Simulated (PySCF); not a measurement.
These compounds are isomers of formula C6H10O2.

A. SMILES C1O[C@@H](/C=C/C)[C@@H]1O
B. SMILES CO[C@@]12CCC[C@@H]1O2
C. `C=C(COC)C(C)=O`

Spectrum 1. ¹H NMR (300 MHz, computed): δ 3.60 (s, 3H), 3.11 (m, 1H), 2.18 (m, 1H), 1.72 (m, 1H), 1.63 (m, 1H), 1.51 (m, 1H), 1.48 (m, 1H), 1.44 (m, 1H). ¹³C{¹H} NMR (computed): δ 90.0 (C), 62.9 (CH), 55.8 (CH3), 29.3 (CH2), 28.8 (CH2), 23.5 (CH2).

Spectrum 2. ¹H NMR (300 MHz, computed): δ 6.33 (m, 1H), 5.83 (m, 1H), 5.14 (m, 1H), 4.94 (m, 1H), 4.35 (m, 1H), 4.21 (m, 1H), 1.90 (d, 3H), 1.11 (br s, 1H). ¹³C{¹H} NMR (computed): δ 144.2 (CH), 131.2 (CH), 96.5 (CH), 82.2 (CH), 81.9 (CH2), 22.4 (CH3).

Spectrum 3. ¹H NMR (300 MHz, computed): δ 6.44 (m, 1H), 6.43 (m, 1H), 4.52 (s, 2H), 3.29 (s, 3H), 2.43 (s, 3H). ¹³C{¹H} NMR (computed): δ 203.1 (C), 152.1 (C), 131.1 (CH2), 72.2 (CH2), 57.6 (CH3), 28.7 (CH3).

- σ from GIAO-PBE0/pcSseg-1
- coordinates at the GFN2-xTB level
- code: PySCF 2.14.0 with density-fitted response routines
- no solvent, fast rotation and ring inversion assumed for equivalent nuclei, relativity neglected, a single conformation

δ = σ(ref) − σ, references computed at the same level: ¹H (31.72 ppm), ¹³C (186.93 ppm) against TMS. Where no couplings were computed, multiplicities follow the n + 1 count of equivalent neighbours, and m marks all less simple cases (inequivalent or close neighbours, rings, F or P nearby). Shifts are as computed. Against solution values, carbons near 30 ppm lie about +3 ppm off and those near 130 ppm about +5 ppm. Of 1211 compounds with measured shifts, 218 miss one by over three times the rms of a fit or turn the order of signals round; such compounds aren't used in these exercises. OH and NH positions are gas-phase values without hydrogen bonding to other molecules.

Task: Match each spectrum to its structure.

Result: 1–B, 2–A, 3–C.

- Spectrum 1 (B): 6 ¹³C signals; δC 90.0 is an epoxide ring carbon; δC 62.9 is an epoxide ring carbon.
- Spectrum 2 (A): 6 ¹³C signals; δC 144.2 is an alkene CH; δC 131.2 is an alkene CH.
- Spectrum 3 (C): 6 ¹³C signals; δC 203.1 is a ketone carbonyl carbon; δC 152.1 is an α carbon of a C=C–C=O unit.
